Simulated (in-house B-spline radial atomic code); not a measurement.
# Ionising the barium ion Ba²⁺ with different functionals

Computed with a B-spline radial code for spherical atoms: scalar-relativistic (spin-free X2C) Hamiltonian, Fermi nucleus of rms radius 4.8378 fm, spin-polarised at highest spin, spherical fractional occupations for the functionals, and exact exchange of hybrids averaged over the configuration. The ionisation energy is the difference of two self-consistent energies, [Kr] 4d10 5s2 5p6 → [Kr] 4d10 5s2 5p5, without Breit or QED terms; ε is the level of the shell that loses the electron (its least bound occupied spin orbital). There is no spin-orbit coupling in this Hamiltonian.

| method | rung | ΔSCF (eV) | -ε(5p) (eV) |
| --- | --- | --- | --- |
| PBE0 | global hybrid | 36.39 | 32.53 |
| B3LYP | global hybrid | 36.35 | 32.17 |
| TPSSh | global hybrid | 36.43 | 31.70 |
| BHandHLYP | global hybrid | 36.31 | 33.92 |
| r2SCAN0 | global hybrid | 36.64 | 32.83 |
| B97-1 | global hybrid | 36.29 | 32.20 |
| HSE06 | range-separated hybrid | 36.34 | 32.08 |
| wB97X | range-separated hybrid | 36.14 | 34.91 |
| CAM-B3LYP | range-separated hybrid | 36.34 | 33.93 |
| LC-wPBE | range-separated hybrid | 36.36 | 35.46 |

Problem. Among the functionals, which spreads more, the ΔSCF values or the orbital energies?

Solution. The orbital energies: ΔSCF values span about 0.50 eV and the orbital energies 3.76 eV; here energy differences depend much less on the functional than eigenvalues do.

Problem. How do they compare with the NIST value?

Solution. NIST lists 35.844 eV ± 0.0025 (measured, ground level to ground level). Errors run from +0.30 to +0.80 eV; wB97X is closest (+0.30 eV), but part of that can be cancellation, since the calculations leave out spin-orbit coupling, Breit-QED terms, multiplet and fine-structure energies.
